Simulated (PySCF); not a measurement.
Compound: C₅H₄ClF₃N₂.
InChI=1S/C5H4ClF3N2/c1-11-4(6)2-3(10-11)5(7,8)9/h2H,1H3

Torsions of this conformer, `[CH3:1][n:2]1[n:3][c:4]([C:5]([F:6])([F:7])[F:8])[cH:9][c:10]1[Cl:11]`: N3–C4–C5–F6 54°.

The closed-shell ground state was solved at several levels (PySCF, density fitting, gas phase, non-relativistic). Isolated species at its PBE0-D3(BJ)/def2-SVP geometry, gas phase.

| level | basis functions | HOMO (eV) | LUMO (eV) | gap (eV) | dipole (D) |
| --- | --- | --- | --- | --- | --- |
| B97-2/pcSseg-2 | 459 | -7.33 | -0.52 | 6.81 | 3.92 |
| CAM-B3LYP/def2-SVPD | 268 | -8.94 | 0.58 | 9.52 | 4.03 |

Problem. Estimate the row for PBE0/pcSseg-1, a basis of 214 functions; the other rows only guide the guess.

Solution. HOMO -7.61 eV, LUMO -0.40 eV, gap 7.21 eV, dipole 3.92 D.

Problem. Over all these levels, which gives the widest orbital gap and which the narrowest?

Solution. CAM-B3LYP/def2-SVPD (range-separated hybrid) has the widest, 9.52 eV, and B97-2/pcSseg-2 (global hybrid, 21 % exact exchange) the narrowest, 6.81 eV. Functional and basis both differ between the two, so the spread mixes both effects.

Problem. How far do the dipole and the HOMO energy spread over the levels?

Solution. The dipole runs from 3.92 to 4.03 D (mean 3.95 D) and the HOMO from -8.94 to -7.33 eV.
